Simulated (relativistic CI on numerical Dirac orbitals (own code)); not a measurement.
## Co³⁺ in a cubic cluster: 2p photoemission with charge transfer

Computed with a charge-transfer multiplet model of a cubic metal-ligand cluster with up to 3 ligand holes, Slater and spin-orbit integrals from Dirac-Coulomb-Breit ions, Slater integrals scaled by 0.8. The ground state mixes d6 with configurations of k ligand holes L, whose averages lie at kΔ + k(k − 1)U_dd/2; a core hole lowers each added d electron by U_cd. 300 K, Lorentzian 0.6 eV and Gaussian 0.8 eV FWHM.

Atomic integrals in eV (Slater integrals scaled, ζ unscaled), ground: F2dd 10.085, F4dd 6.299, zeta_d 0.071; with the core hole: F2dd 11.456, F4dd 7.196, zeta_d 0.102, zeta_core 9.658, F2cd 6.863, G1cd 5.283, G3cd 3.006.

Cluster parameters (eV): U_dd = 6.1, U_cd = 7.9, 10Dq = 0.45, 10Dq(ligand) = 1, V(eg) = 2.05, V(t2g) = -1.06, final-state hopping factor = 0.8.

```csv
Case,n_d,d6,d7L,d8L2,d9L3,S
Δ = -0.9 eV,6.68,0.40,0.53,0.08,0.00,1.95
Δ = 0.1 eV,6.54,0.50,0.45,0.05,0.00,1.99
Δ = 3.1 eV,6.27,0.75,0.24,0.01,0.00,2.00
```

Weights, n_d and S are thermal averages at 300 K. Binding energies count from the first peak over 30 % of the highest in each spectrum, which can be another peak from case to case. The parameters are a model scan and need not match a compound or its usual spin state. Peaks in eV (height, largest 100):
- Δ = -0.9 eV: 0.0 (100), 6.2 (63), 9.5 (29), 12.2 (25), 13.8 (29), 16.6 (69), 21.7 (42), 26.5 (8), 29.6 (14)
- Δ = 0.1 eV: 0.0 (100), 6.3 (60), 10.5 (43), 12.1 (32), 14.2 (20), 16.8 (72), 21.7 (39), 27.6 (19)
- Δ = 3.1 eV: 0.0 (100), 1.8 (83), 5.5 (68), 6.8 (69), 9.5 (35), 14.0 (13), 16.7 (67), 22.3 (44), 24.4 (24)

For the case Δ = 0.1 eV, Δ = 0.1 eV is smaller than U_dd = 6.1 eV, the charge-transfer side of the Zaanen-Sawatzky-Allen scheme. With the core hole the configuration with one ligand hole lies at Δ − U_cd = -8.8, -7.8, -4.8 eV from the one without, in the order of the table; where this is negative the screened configuration lies lower.
